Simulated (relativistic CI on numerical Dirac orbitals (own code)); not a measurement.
# Sensitivity of the levels of Nb XIV to α and to the nuclear radius

Method of calculation: Dirac-Coulomb-Breit CI, orbitals from a KLI potential per configuration, derivatives by finite differences, unscaled Slater integrals, QED left out (own radial code, finite nucleus).

Configurations in the expansion (outside the closed core [Ar]): 3d¹⁰, 3d⁹4s, 3d⁹4p, 3d⁹4d, 3d⁸4s², 3d⁸4s4p, 3d⁹4f, 3d⁸4p². Levels of other configurations are missing.

With x = (α/α₀)² − 1 an excitation energy changes as ω = ω₀ + qx; K = 2q/ω₀ is the relative enhancement. Terms are leading LS components, so labels can repeat. The field-shift factor is F = δν/δ⟨r²⟩ for the transition from the lowest level.

Lowest level 3d¹⁰ ¹S0.

| Level | ω₀ (cm⁻¹) | q (cm⁻¹) | K | F (GHz/fm²) |
| --- | --- | --- | --- | --- |
| 3d⁹4s ³D3 | 1496644 | -71320 | -0.0953 | 38.9 |
| 3d⁹4s ³D2 | 1501453 | -70110 | -0.0934 | 38.8 |
| 3d⁹4s ³D1 | 1519750 | -48420 | -0.0637 | 39 |
| 3d⁹4s ¹D2 | 1524530 | -49200 | -0.0645 | 38.8 |
| 3d⁹4p ³P°2 | 1719960 | -58050 | -0.0675 | 5.93 |
| 3d⁹4p ³F°3 | 1726136 | -60860 | -0.0705 | 5.96 |
| 3d⁹4p ³F°2 | 1745158 | -38180 | -0.0438 | 6.05 |
| 3d⁹4p ³P°1 | 1746022 | -30960 | -0.0355 | 5.85 |
| 3d⁹4p ³F°4 | 1749554 | -31440 | -0.0359 | 5.61 |
| 3d⁹4p ¹D°2 | 1760185 | -34430 | -0.0391 | 5.7 |
| 3d⁹4p ³P°0 | 1763536 | -8419 | -0.00955 | 5.75 |
| 3d⁹4p ³D°3 | 1763959 | -31210 | -0.0354 | 5.62 |
| 3d⁹4p ¹P°1 | 1765500 | -34380 | -0.0389 | 5.89 |

At this charge energies of transitions that change n are usually good to better than 1 %, and those within a shell (Δn = 0) to a few per cent.
